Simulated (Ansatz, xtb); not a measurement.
# CH8BF3Si3: which of two isomers lies lower

Structure X: `B[SiH]([SiH2][SiH3])C(F)(F)F`, a singlet. Structure Y: `B[Si]([SiH3])([SiH3])C(F)(F)F`, a singlet. Both are isolated molecules in the gas phase, relaxed with PBE0-D3(BJ)/def2-SVP; the shapes shown needn't be the lowest conformers.

X (Å):

| atom | x (Å) | y (Å) | z (Å) |
| --- | --- | --- | --- |
| C | 0.0003 | 1.1102 | 1.5534 |
| B | 0.6994 | -1.9037 | 0.5739 |
| F | 0.6124 | 1.0491 | 2.7446 |
| F | -1.2616 | 0.6764 | 1.7401 |
| F | -0.0806 | 2.4065 | 1.2159 |
| Si | 0.8954 | 0.0455 | 0.1992 |
| Si | -0.3190 | 0.4619 | -1.7811 |
| Si | -2.6162 | 0.4183 | -1.3045 |
| H | -0.2405 | -2.3132 | 1.2103 |
| H | 1.4635 | -2.7024 | 0.0889 |
| H | 2.2906 | 0.5660 | 0.0889 |
| H | 0.0214 | -0.5980 | -2.7821 |
| H | 0.0934 | 1.7897 | -2.3323 |
| H | -2.9794 | 1.5928 | -0.4603 |
| H | -2.9457 | -0.8479 | -0.5832 |
| H | -3.3927 | 0.4668 | -2.5815 |

Y (Å):

```xyz
16

C    -2.1402    2.3100   -0.0214
B    -0.2899    2.1534    2.6614
F    -2.1725    3.6516   -0.0754
F    -2.3301    1.8625   -1.2736
F    -3.2033    1.9199    0.6992
Si   -0.4731    1.6598    0.7406
Si   -0.4236   -0.6650    0.4071
Si    1.2652    2.5841   -0.5430
H    -1.1246    2.8010    3.2438
H     0.6959    1.7996    3.2637
H     0.8655   -1.1894    0.9512
H    -0.5025   -0.9548   -1.0556
H    -1.5645   -1.3248    1.1094
H     1.3486    4.0622   -0.3478
H     2.5521    1.9548   -0.1173
H     1.0135    2.2833   -1.9840
```

Question: Estimate which is lower in electronic energy at CCSD(T)/def2-SVP + ΔMP2/def2-TZVPP, and by roughly how much.

Answer: CCSD(T)/def2-SVP + ΔMP2/def2-TZVPP gives E(Y) − E(X) = −1.56 kcal/mol, slightly favouring structure Y, which is too small a margin to settle the true order.

The same difference at several levels:

```csv
level,geometry,E(Y) − E(X) (kcal/mol),departure from the last row (kcal/mol),"job, with rough time for the two"
PBE0-D3(BJ)/def2-SVP,PBE0-D3(BJ)/def2-SVP,−0.95,+0.61,"optimisation, 3.8 min"
HF/def2-SVP,PBE0-D3(BJ)/def2-SVP,−1.12,+0.43,part of the CCSD(T) run
MP2/def2-SVP,PBE0-D3(BJ)/def2-SVP,−1.54,+0.02,part of the CCSD(T) run
CCSD(T)/def2-SVP,PBE0-D3(BJ)/def2-SVP,−1.31,+0.25,single point
CCSD(T)/def2-SVP + ΔMP2/def2-TZVPP,PBE0-D3(BJ)/def2-SVP,−1.56,,"single point, 3.5 min"
```

As drawn, both hold the same kinds of bond in the same numbers.

The largest departure from CCSD(T)/def2-SVP + ΔMP2/def2-TZVPP is that of PBE0-D3(BJ)/def2-SVP, 0.61 kcal/mol. Levels run at GFN2-xTB geometries aren't shown. The last row adds to CCSD(T) the change of the MP2 difference between the two basis sets, here −0.25 kcal/mol.

With thermal terms from frequencies at re-optimised GFN2-xTB minima (ideal gas, soft modes damped towards free rotors, one conformer each, 298.15 K, 1 atm): on the last row, ΔE + ΔZPE = −1.83, ΔH = −1.45, ΔG = −2.44 kcal/mol.

The correlated steps freeze 20 core orbitals. Codes used: Ansatz 0.2.0, xtb 6.7.1; the last row on 2 threads of Intel(R) Xeon(R) Processor @ 2.70GHz on a shared host.
